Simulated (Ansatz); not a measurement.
This geometry of C3H6AlN (11 atoms, charge 0, multiplicity 1) is a first-order saddle point.

Computed with RHF/def2-SVP in Ansatz 0.2.0.

```xyz
11
Properties=species:S:1:pos:R:3
N -0.239 2.766 0.857
C 0.557 2.105 0.178
Al 0.227 0.153 -0.085
C -0.800 -1.450 0.092
C 0.573 -1.628 -0.703
H -0.883 3.277 1.398
H 1.439 2.607 -0.270
H -1.693 -1.653 -0.499
H -0.848 -2.013 1.025
H 0.448 -1.917 -1.747
H 1.284 -2.303 -0.225
```

Task: Which two structures does it join? (They come from a converged band through this point; their orientation in space is the band's.)

Result: No bond is made or broken. The dihedral H6–N1–C2–Al3 changes from 0 to 180° by way of a nearly straight angle H6–N1–C2 (up to 179°), not by a turn about the bond.

Image 0:

```xyz
11
Properties=species:S:1:pos:R:3
N 0.101 2.927 0.936
C 0.787 2.079 0.300
Al 0.261 0.200 -0.062
C -0.937 -1.285 0.044
C 0.426 -1.581 -0.730
H -0.779 2.552 1.260
H 1.750 2.449 -0.067
H -1.830 -1.366 -0.577
H -1.072 -1.871 0.953
H 0.300 -1.830 -1.783
H 1.058 -2.330 -0.252
```

Image 8:

```xyz
11
Properties=species:S:1:pos:R:3
N -0.309 2.624 1.115
C 0.531 2.008 0.400
Al 0.105 0.124 -0.015
C -0.930 -1.477 -0.045
C 0.490 -1.593 -0.767
H -0.033 3.581 1.299
H 1.440 2.514 0.050
H -1.784 -1.612 -0.709
H -1.044 -2.118 0.828
H 0.430 -1.799 -1.836
H 1.169 -2.307 -0.300
```

Task: How far does it lie above each of them?

Result: 1.35 eV above the first and 1.42 eV above the second. This is the barrier of this one path; another mechanism may lie lower.

Time of the run: 3.1 min on 1 thread of Arm Neoverse V2 (shared host), peak memory 0.2 GiB.
